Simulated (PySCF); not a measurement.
What does the PBE0-D3(BJ)/def2-SVP structure of `B(C)(C)Br` (BMe2Br) look like in three dimensions?

Z-matrix in Å and degrees, rows numbered from 1:
```
B 
C   1  1.5640
H   2  1.1049  1  108.60
H   2  1.1037  1  109.96  3  -114.81
H   2  1.0974  1  114.90  3   121.63
C   1  1.5640  2  122.78  3    63.37
H   6  1.1052  1  108.36  2    65.44
H   6  1.1035  1  110.22  2   -49.43
H   6  1.0975  1  114.93  2  -173.34
Br  1  1.9314  2  118.57  3  -116.87
```

The 4 heavy atoms lie in one plane (0.001 Å rms). B1 (boron bonded to Br and 2 C) is planar (angles 122.8°, 118.7° and 118.6°, sum 360.0°, 0.00 Å off the plane of its three neighbours).

Method used: PBE0-D3(BJ)/def2-SVP geometry optimisation, gas phase in PySCF 2.14.0.

Point group: C2 (tolerance 0.08 Å). Not checked by PBE0-D3(BJ)/def2-SVP frequencies.

Time: 25 s; peak memory 0.40 GiB. Hardware: an Intel Xeon Platinum 8375C at 2.90 GHz with one thread, shared host with 128 logical CPUs at a one-minute load of 46. These figures are those of the optimisation.
